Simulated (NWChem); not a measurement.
System: TiH$_{4}$S$_{3}$; SMILES [SH][TiH]([SH])[SH]

Input file for NWChem:

```
start job
memory heap 200 mb stack 900 mb global 1100 mb
geometry units angstroms noautosym nocenter noautoz
  Ti     0.024243     0.037499     0.358347
  H      0.157840    -0.282838     2.000363
  S     -0.858369     2.111105     0.184057
  H      0.217770     2.452786    -0.569484
  S     -1.313847    -1.572076    -0.453803
  H     -0.393067    -2.414884     0.090294
  S      2.141885    -0.154348    -0.405197
  H      2.447198     0.641825     0.656704
end
basis spherical
  * library 6-31g*
end
dft
  xc hfexch
  iterations 150
end
property
  shielding
  efieldgrad
end
task dft property
```

The geometry was optimised at PBE0/def2-SVP. Not confirmed as a minimum by frequencies.

GIAO values for the isolated, static molecule; σ is the absolute isotropic shielding, δ = σ(reference) − σ with the isolated reference molecule computed at the same levels (1H: tetramethylsilane).

Atoms are numbered as in the input.

Task: What results follow from this input? (Hartree-Fock/6-31G* (spherical d), GIAO.) Quantities: σ Ti1 (ppm); δ H2 (ppm); σ S3 (ppm); σ S5 (ppm); δ H6 (ppm); σ S7 (ppm); δ H8 (ppm).

Result: The σ Ti1 (ppm) is -1506.5 and the δ H2 (ppm) is 7.71. The σ S3 (ppm) comes out as 70.5 and the σ S5 (ppm) is -11.5. The δ H6 (ppm) is 5.25, the σ S7 (ppm) is 103.5 and the δ H8 (ppm) is 4.01.
